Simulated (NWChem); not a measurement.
[AlH2][AsH2] (AlAsH4), optimised at PBE0/def2-SVP with NWChem:

| Item | Result |
|---|---|
| highest occupied level (eV) | -7.15 |
| orbital gap (eV) | 5.42 |
| dipole (D) | 0.59 |
| highest harmonic frequency (cm⁻¹) | 2227 |
| zero-point energy (kcal/mol) | 17.9 |

Q: One Al atom is replaced by B, giving [AsH2]B (BAsH4), optimised at the same level. How do these values move?

A: 
```
quantity                           new value  change
---------------------------------  ---------  ------
highest occupied level (eV)            -7.38   -0.23
orbital gap (eV)                        5.47   +0.05
dipole (D)                              0.57   -0.02
highest harmonic frequency (cm⁻¹)       2703    +476
zero-point energy (kcal/mol)            22.4    +4.5
```
